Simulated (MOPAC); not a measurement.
MOPAC input (AM1):

```
AM1 FORCE THERMO(298,298) PRECISE LET GEO-OK AUX(PRECISION=9) THREADS=1
CH3N

C    -0.55912480 1    0.18937405 1    0.03191519 1
N     0.60628608 1   -0.30995975 1   -0.04394426 1
H    -1.42616152 1   -0.49765061 1   -0.00612414 1
H    -0.82431056 1    1.26001055 1    0.13459421 1
H     1.37160785 1    0.33139597 1   -0.00724997 1
```

From the output:

```
     H    5   1.077702   6.132595   0.259102   0.173350   6.549379

          HEAT OF FORMATION =      18.663757 KCALS/MOLE

          ZERO POINT ENERGY      25.017 KCAL/MOL

           NORMAL COORDINATE ANALYSIS (Total motion = 1 Angstrom)

   Root No.       1         2         3         4         5         6         7         8

                 1 A'      1 A"      2 A"      2 A'      3 A'      4 A'      5 A'      6 A'

                 991.0    1087.6    1109.9    1328.4    1401.7    1953.6    3078.9    3136.2

           1   -0.0046    0.0000   -0.0000   -0.0061   -0.0216    0.2669   -0.0192    0.0423
           2   -0.0507   -0.0000    0.0000    0.0677   -0.0061   -0.0096   -0.0581   -0.0221
           3   -0.0000    0.0118   -0.1023    0.0000    0.0000   -0.0000   -0.0000   -0.0000
           4   -0.0159   -0.0000    0.0000   -0.0337   -0.0268   -0.2242    0.0005   -0.0024
           5    0.0106    0.0000   -0.0000   -0.0654    0.0095    0.0038   -0.0003    0.0004
           6   -0.0000   -0.0474    0.0249   -0.0000   -0.0000    0.0000    0.0000   -0.0000
           7    0.2865    0.0000    0.0000   -0.1204    0.3968    0.0344   -0.1667   -0.2889
           8    0.1290   -0.0000   -0.0000   -0.0054    0.2132   -0.1442    0.2571    0.5392
           9    0.0000    0.2491    0.4146   -0.0000    0.0000   -0.0000    0.0000    0.0000
          10   -0.2658   -0.0000    0.0000    0.2069    0.3221    0.0796    0.3717   -0.1821
          11    0.1664    0.0000   -0.0000   -0.1093   -0.2485    0.1568    0.4690   -0.2669
          12    0.0000   -0.2112    0.4231    0.0000   -0.0000    0.0000    0.0000   -0.0000
          13    0.2552    0.0000    0.0000    0.4550   -0.0889   -0.1779    0.0162    0.0001
          14    0.1618   -0.0000   -0.0000    0.2165   -0.0230    0.0491   -0.0292   -0.0149
          15    0.0000    0.4805    0.0350    0.0000    0.0000    0.0000    0.0000    0.0000

   Root No.       9

                 7 A'

                3412.5

           1   -0.0023
           2   -0.0063
           3   -0.0000
           4    0.0333
           5   -0.0527
           6   -0.0000
           7   -0.0193
           8    0.0264
           9   -0.0000
          10    0.0135
          11    0.0188
          12    0.0000
          13   -0.4294
          14    0.7625
          15    0.0000

           MASS-WEIGHTED COORDINATE ANALYSIS (NORMAL COORDINATES)

   Root No.       1         2         3         4         5         6         7         8

                 1 A'      1 A"      2 A"      2 A'      3 A'      4 A'      5 A'      6 A'

                 991.0    1087.6    1109.9    1328.4    1401.7    1953.6    3078.9    3136.2

           1   -0.0280    0.0000   -0.0000   -0.0314   -0.1191    0.7203   -0.0939    0.2055
           2   -0.3074   -0.0000    0.0000    0.3471   -0.0337   -0.0260   -0.2842   -0.1072
           3   -0.0000    0.0668   -0.5069    0.0000    0.0000   -0.0000   -0.0000   -0.0000
           4   -0.1041   -0.0000    0.0000   -0.1867   -0.1589   -0.6536    0.0028   -0.0127
           5    0.0693    0.0000   -0.0000   -0.3620    0.0562    0.0112   -0.0018    0.0022
           6   -0.0000   -0.2904    0.1335   -0.0000   -0.0000    0.0000    0.0000   -0.0000
           7    0.5031    0.0000    0.0000   -0.1788    0.6321    0.0269   -0.2363   -0.4061
           8    0.2265   -0.0000   -0.0000   -0.0080    0.3396   -0.1128    0.3644    0.7580
           9    0.0000    0.4093    0.5950   -0.0000    0.0000   -0.0000    0.0000    0.0000
          10   -0.4667   -0.0000    0.0000    0.3073    0.5131    0.0622    0.5269   -0.2559
          11    0.2921    0.0000   -0.0000   -0.1622   -0.3959    0.1226    0.6648   -0.3751
          12    0.0000   -0.3469    0.6072    0.0000   -0.0000    0.0000    0.0000   -0.0000
          13    0.4481    0.0000    0.0000    0.6757   -0.1417   -0.1391    0.0229    0.0001
          14    0.2841   -0.0000   -0.0000    0.3214   -0.0367    0.0384   -0.0414   -0.0210
          15    0.0000    0.7895    0.0503    0.0000    0.0000    0.0000    0.0000    0.0000

   Root No.       9

                 7 A'

                3412.5

           1   -0.0089
           2   -0.0239
           3   -0.0000
           4    0.1370
           5   -0.2168
           6   -0.0000
           7   -0.0213
           8    0.0292
           9   -0.0000
          10    0.0148
          11    0.0207
          12    0.0000
          13   -0.4736
          14    0.8410
          15    0.0000

          DESCRIPTION OF VIBRATIONS

 VIBRATION          1    1A'         ATOM PAIR     ENERGY CONTRIBUTION    RADIAL
 FREQUENCY           990.98         C 1 -- H 3         +35.4% ( 77.1%)      8.5%
 TRANSITION DIPOLE   0.3824         C 1 -- H 4         +34.4% ( 76.1%)      8.1%
 TRAVEL (Ang.)       0.4241         N 2 -- H 5         +21.8% ( 60.5%)      0.9%
 REDUCED MASS        0.3784         C 1 -- N 2          +8.4% ( 37.5%)      3.9%
 EFFECTIVE MASS      2.4566
 FORCE CONSTANT      0.2189

 VIBRATION          2    1A"         ATOM PAIR     ENERGY CONTRIBUTION    RADIAL
 FREQUENCY          1087.64         N 2 -- H 5         +75.0% ( 70.8%)      0.0%
 TRANSITION DIPOLE   0.5002         C 1 -- H 4         +11.7% ( 27.9%)      0.0%
 TRAVEL (Ang.)       0.3406         C 1 -- H 3         +11.3% ( 27.5%)      0.0%
 REDUCED MASS        0.5343         C 1 -- N 2          +2.0% ( 11.6%)      0.0%
 EFFECTIVE MASS      1.5902
 FORCE CONSTANT      0.3724

 VIBRATION          3    2A"         ATOM PAIR     ENERGY CONTRIBUTION    RADIAL
 FREQUENCY          1109.92         C 1 -- H 4         +47.4% ( 67.0%)      0.0%
 TRANSITION DIPOLE   0.5557         C 1 -- H 3         +44.0% ( 64.5%)      0.0%
 TRAVEL (Ang.)       0.2393         C 1 -- N 2          +8.5% ( 28.4%)      0.0%
 REDUCED MASS        1.0609
 EFFECTIVE MASS      2.8753
 FORCE CONSTANT      0.7701

 VIBRATION          4    2A'         ATOM PAIR     ENERGY CONTRIBUTION    RADIAL
 FREQUENCY          1328.43         N 2 -- H 5         +57.9% ( 79.0%)      4.2%
 TRANSITION DIPOLE   0.5321         C 1 -- H 4         +17.8% ( 43.8%)     10.8%
 TRAVEL (Ang.)       0.2382         C 1 -- N 2         +16.5% ( 42.2%)      4.6%
 REDUCED MASS        0.8944         C 1 -- H 3          +7.9% ( 29.2%)     40.0%
 EFFECTIVE MASS      3.7211
 FORCE CONSTANT      0.9299

 VIBRATION          5    3A'         ATOM PAIR     ENERGY CONTRIBUTION    RADIAL
 FREQUENCY          1401.70         C 1 -- H 3         +52.2% ( 63.4%)      0.1%
 TRANSITION DIPOLE   0.1158         C 1 -- H 4         +40.6% ( 55.9%)      1.7%
 TRAVEL (Ang.)       0.3235         N 2 -- H 5          +5.4% ( 20.5%)     92.3%
 REDUCED MASS        0.4595         C 1 -- N 2          +1.7% ( 11.4%)     16.4%
 EFFECTIVE MASS      1.3373
 FORCE CONSTANT      0.5320

 VIBRATION          6    4A'         ATOM PAIR     ENERGY CONTRIBUTION    RADIAL
 FREQUENCY          1953.59         C 1 -- N 2         +53.9% (100.2%)     99.9%
 TRANSITION DIPOLE   1.0747         C 1 -- H 3         +17.5% ( 57.2%)     12.9%
 TRAVEL (Ang.)       0.0771         C 1 -- H 4         +17.3% ( 56.9%)     17.2%
 REDUCED MASS        5.8003         N 2 -- H 5         +11.2% ( 45.8%)     16.0%
 EFFECTIVE MASS     12.6360
 FORCE CONSTANT     13.0427

 VIBRATION          7    5A'         ATOM PAIR     ENERGY CONTRIBUTION    RADIAL
 FREQUENCY          3078.88         C 1 -- H 4         +76.2% ( 89.5%)     99.5%
```
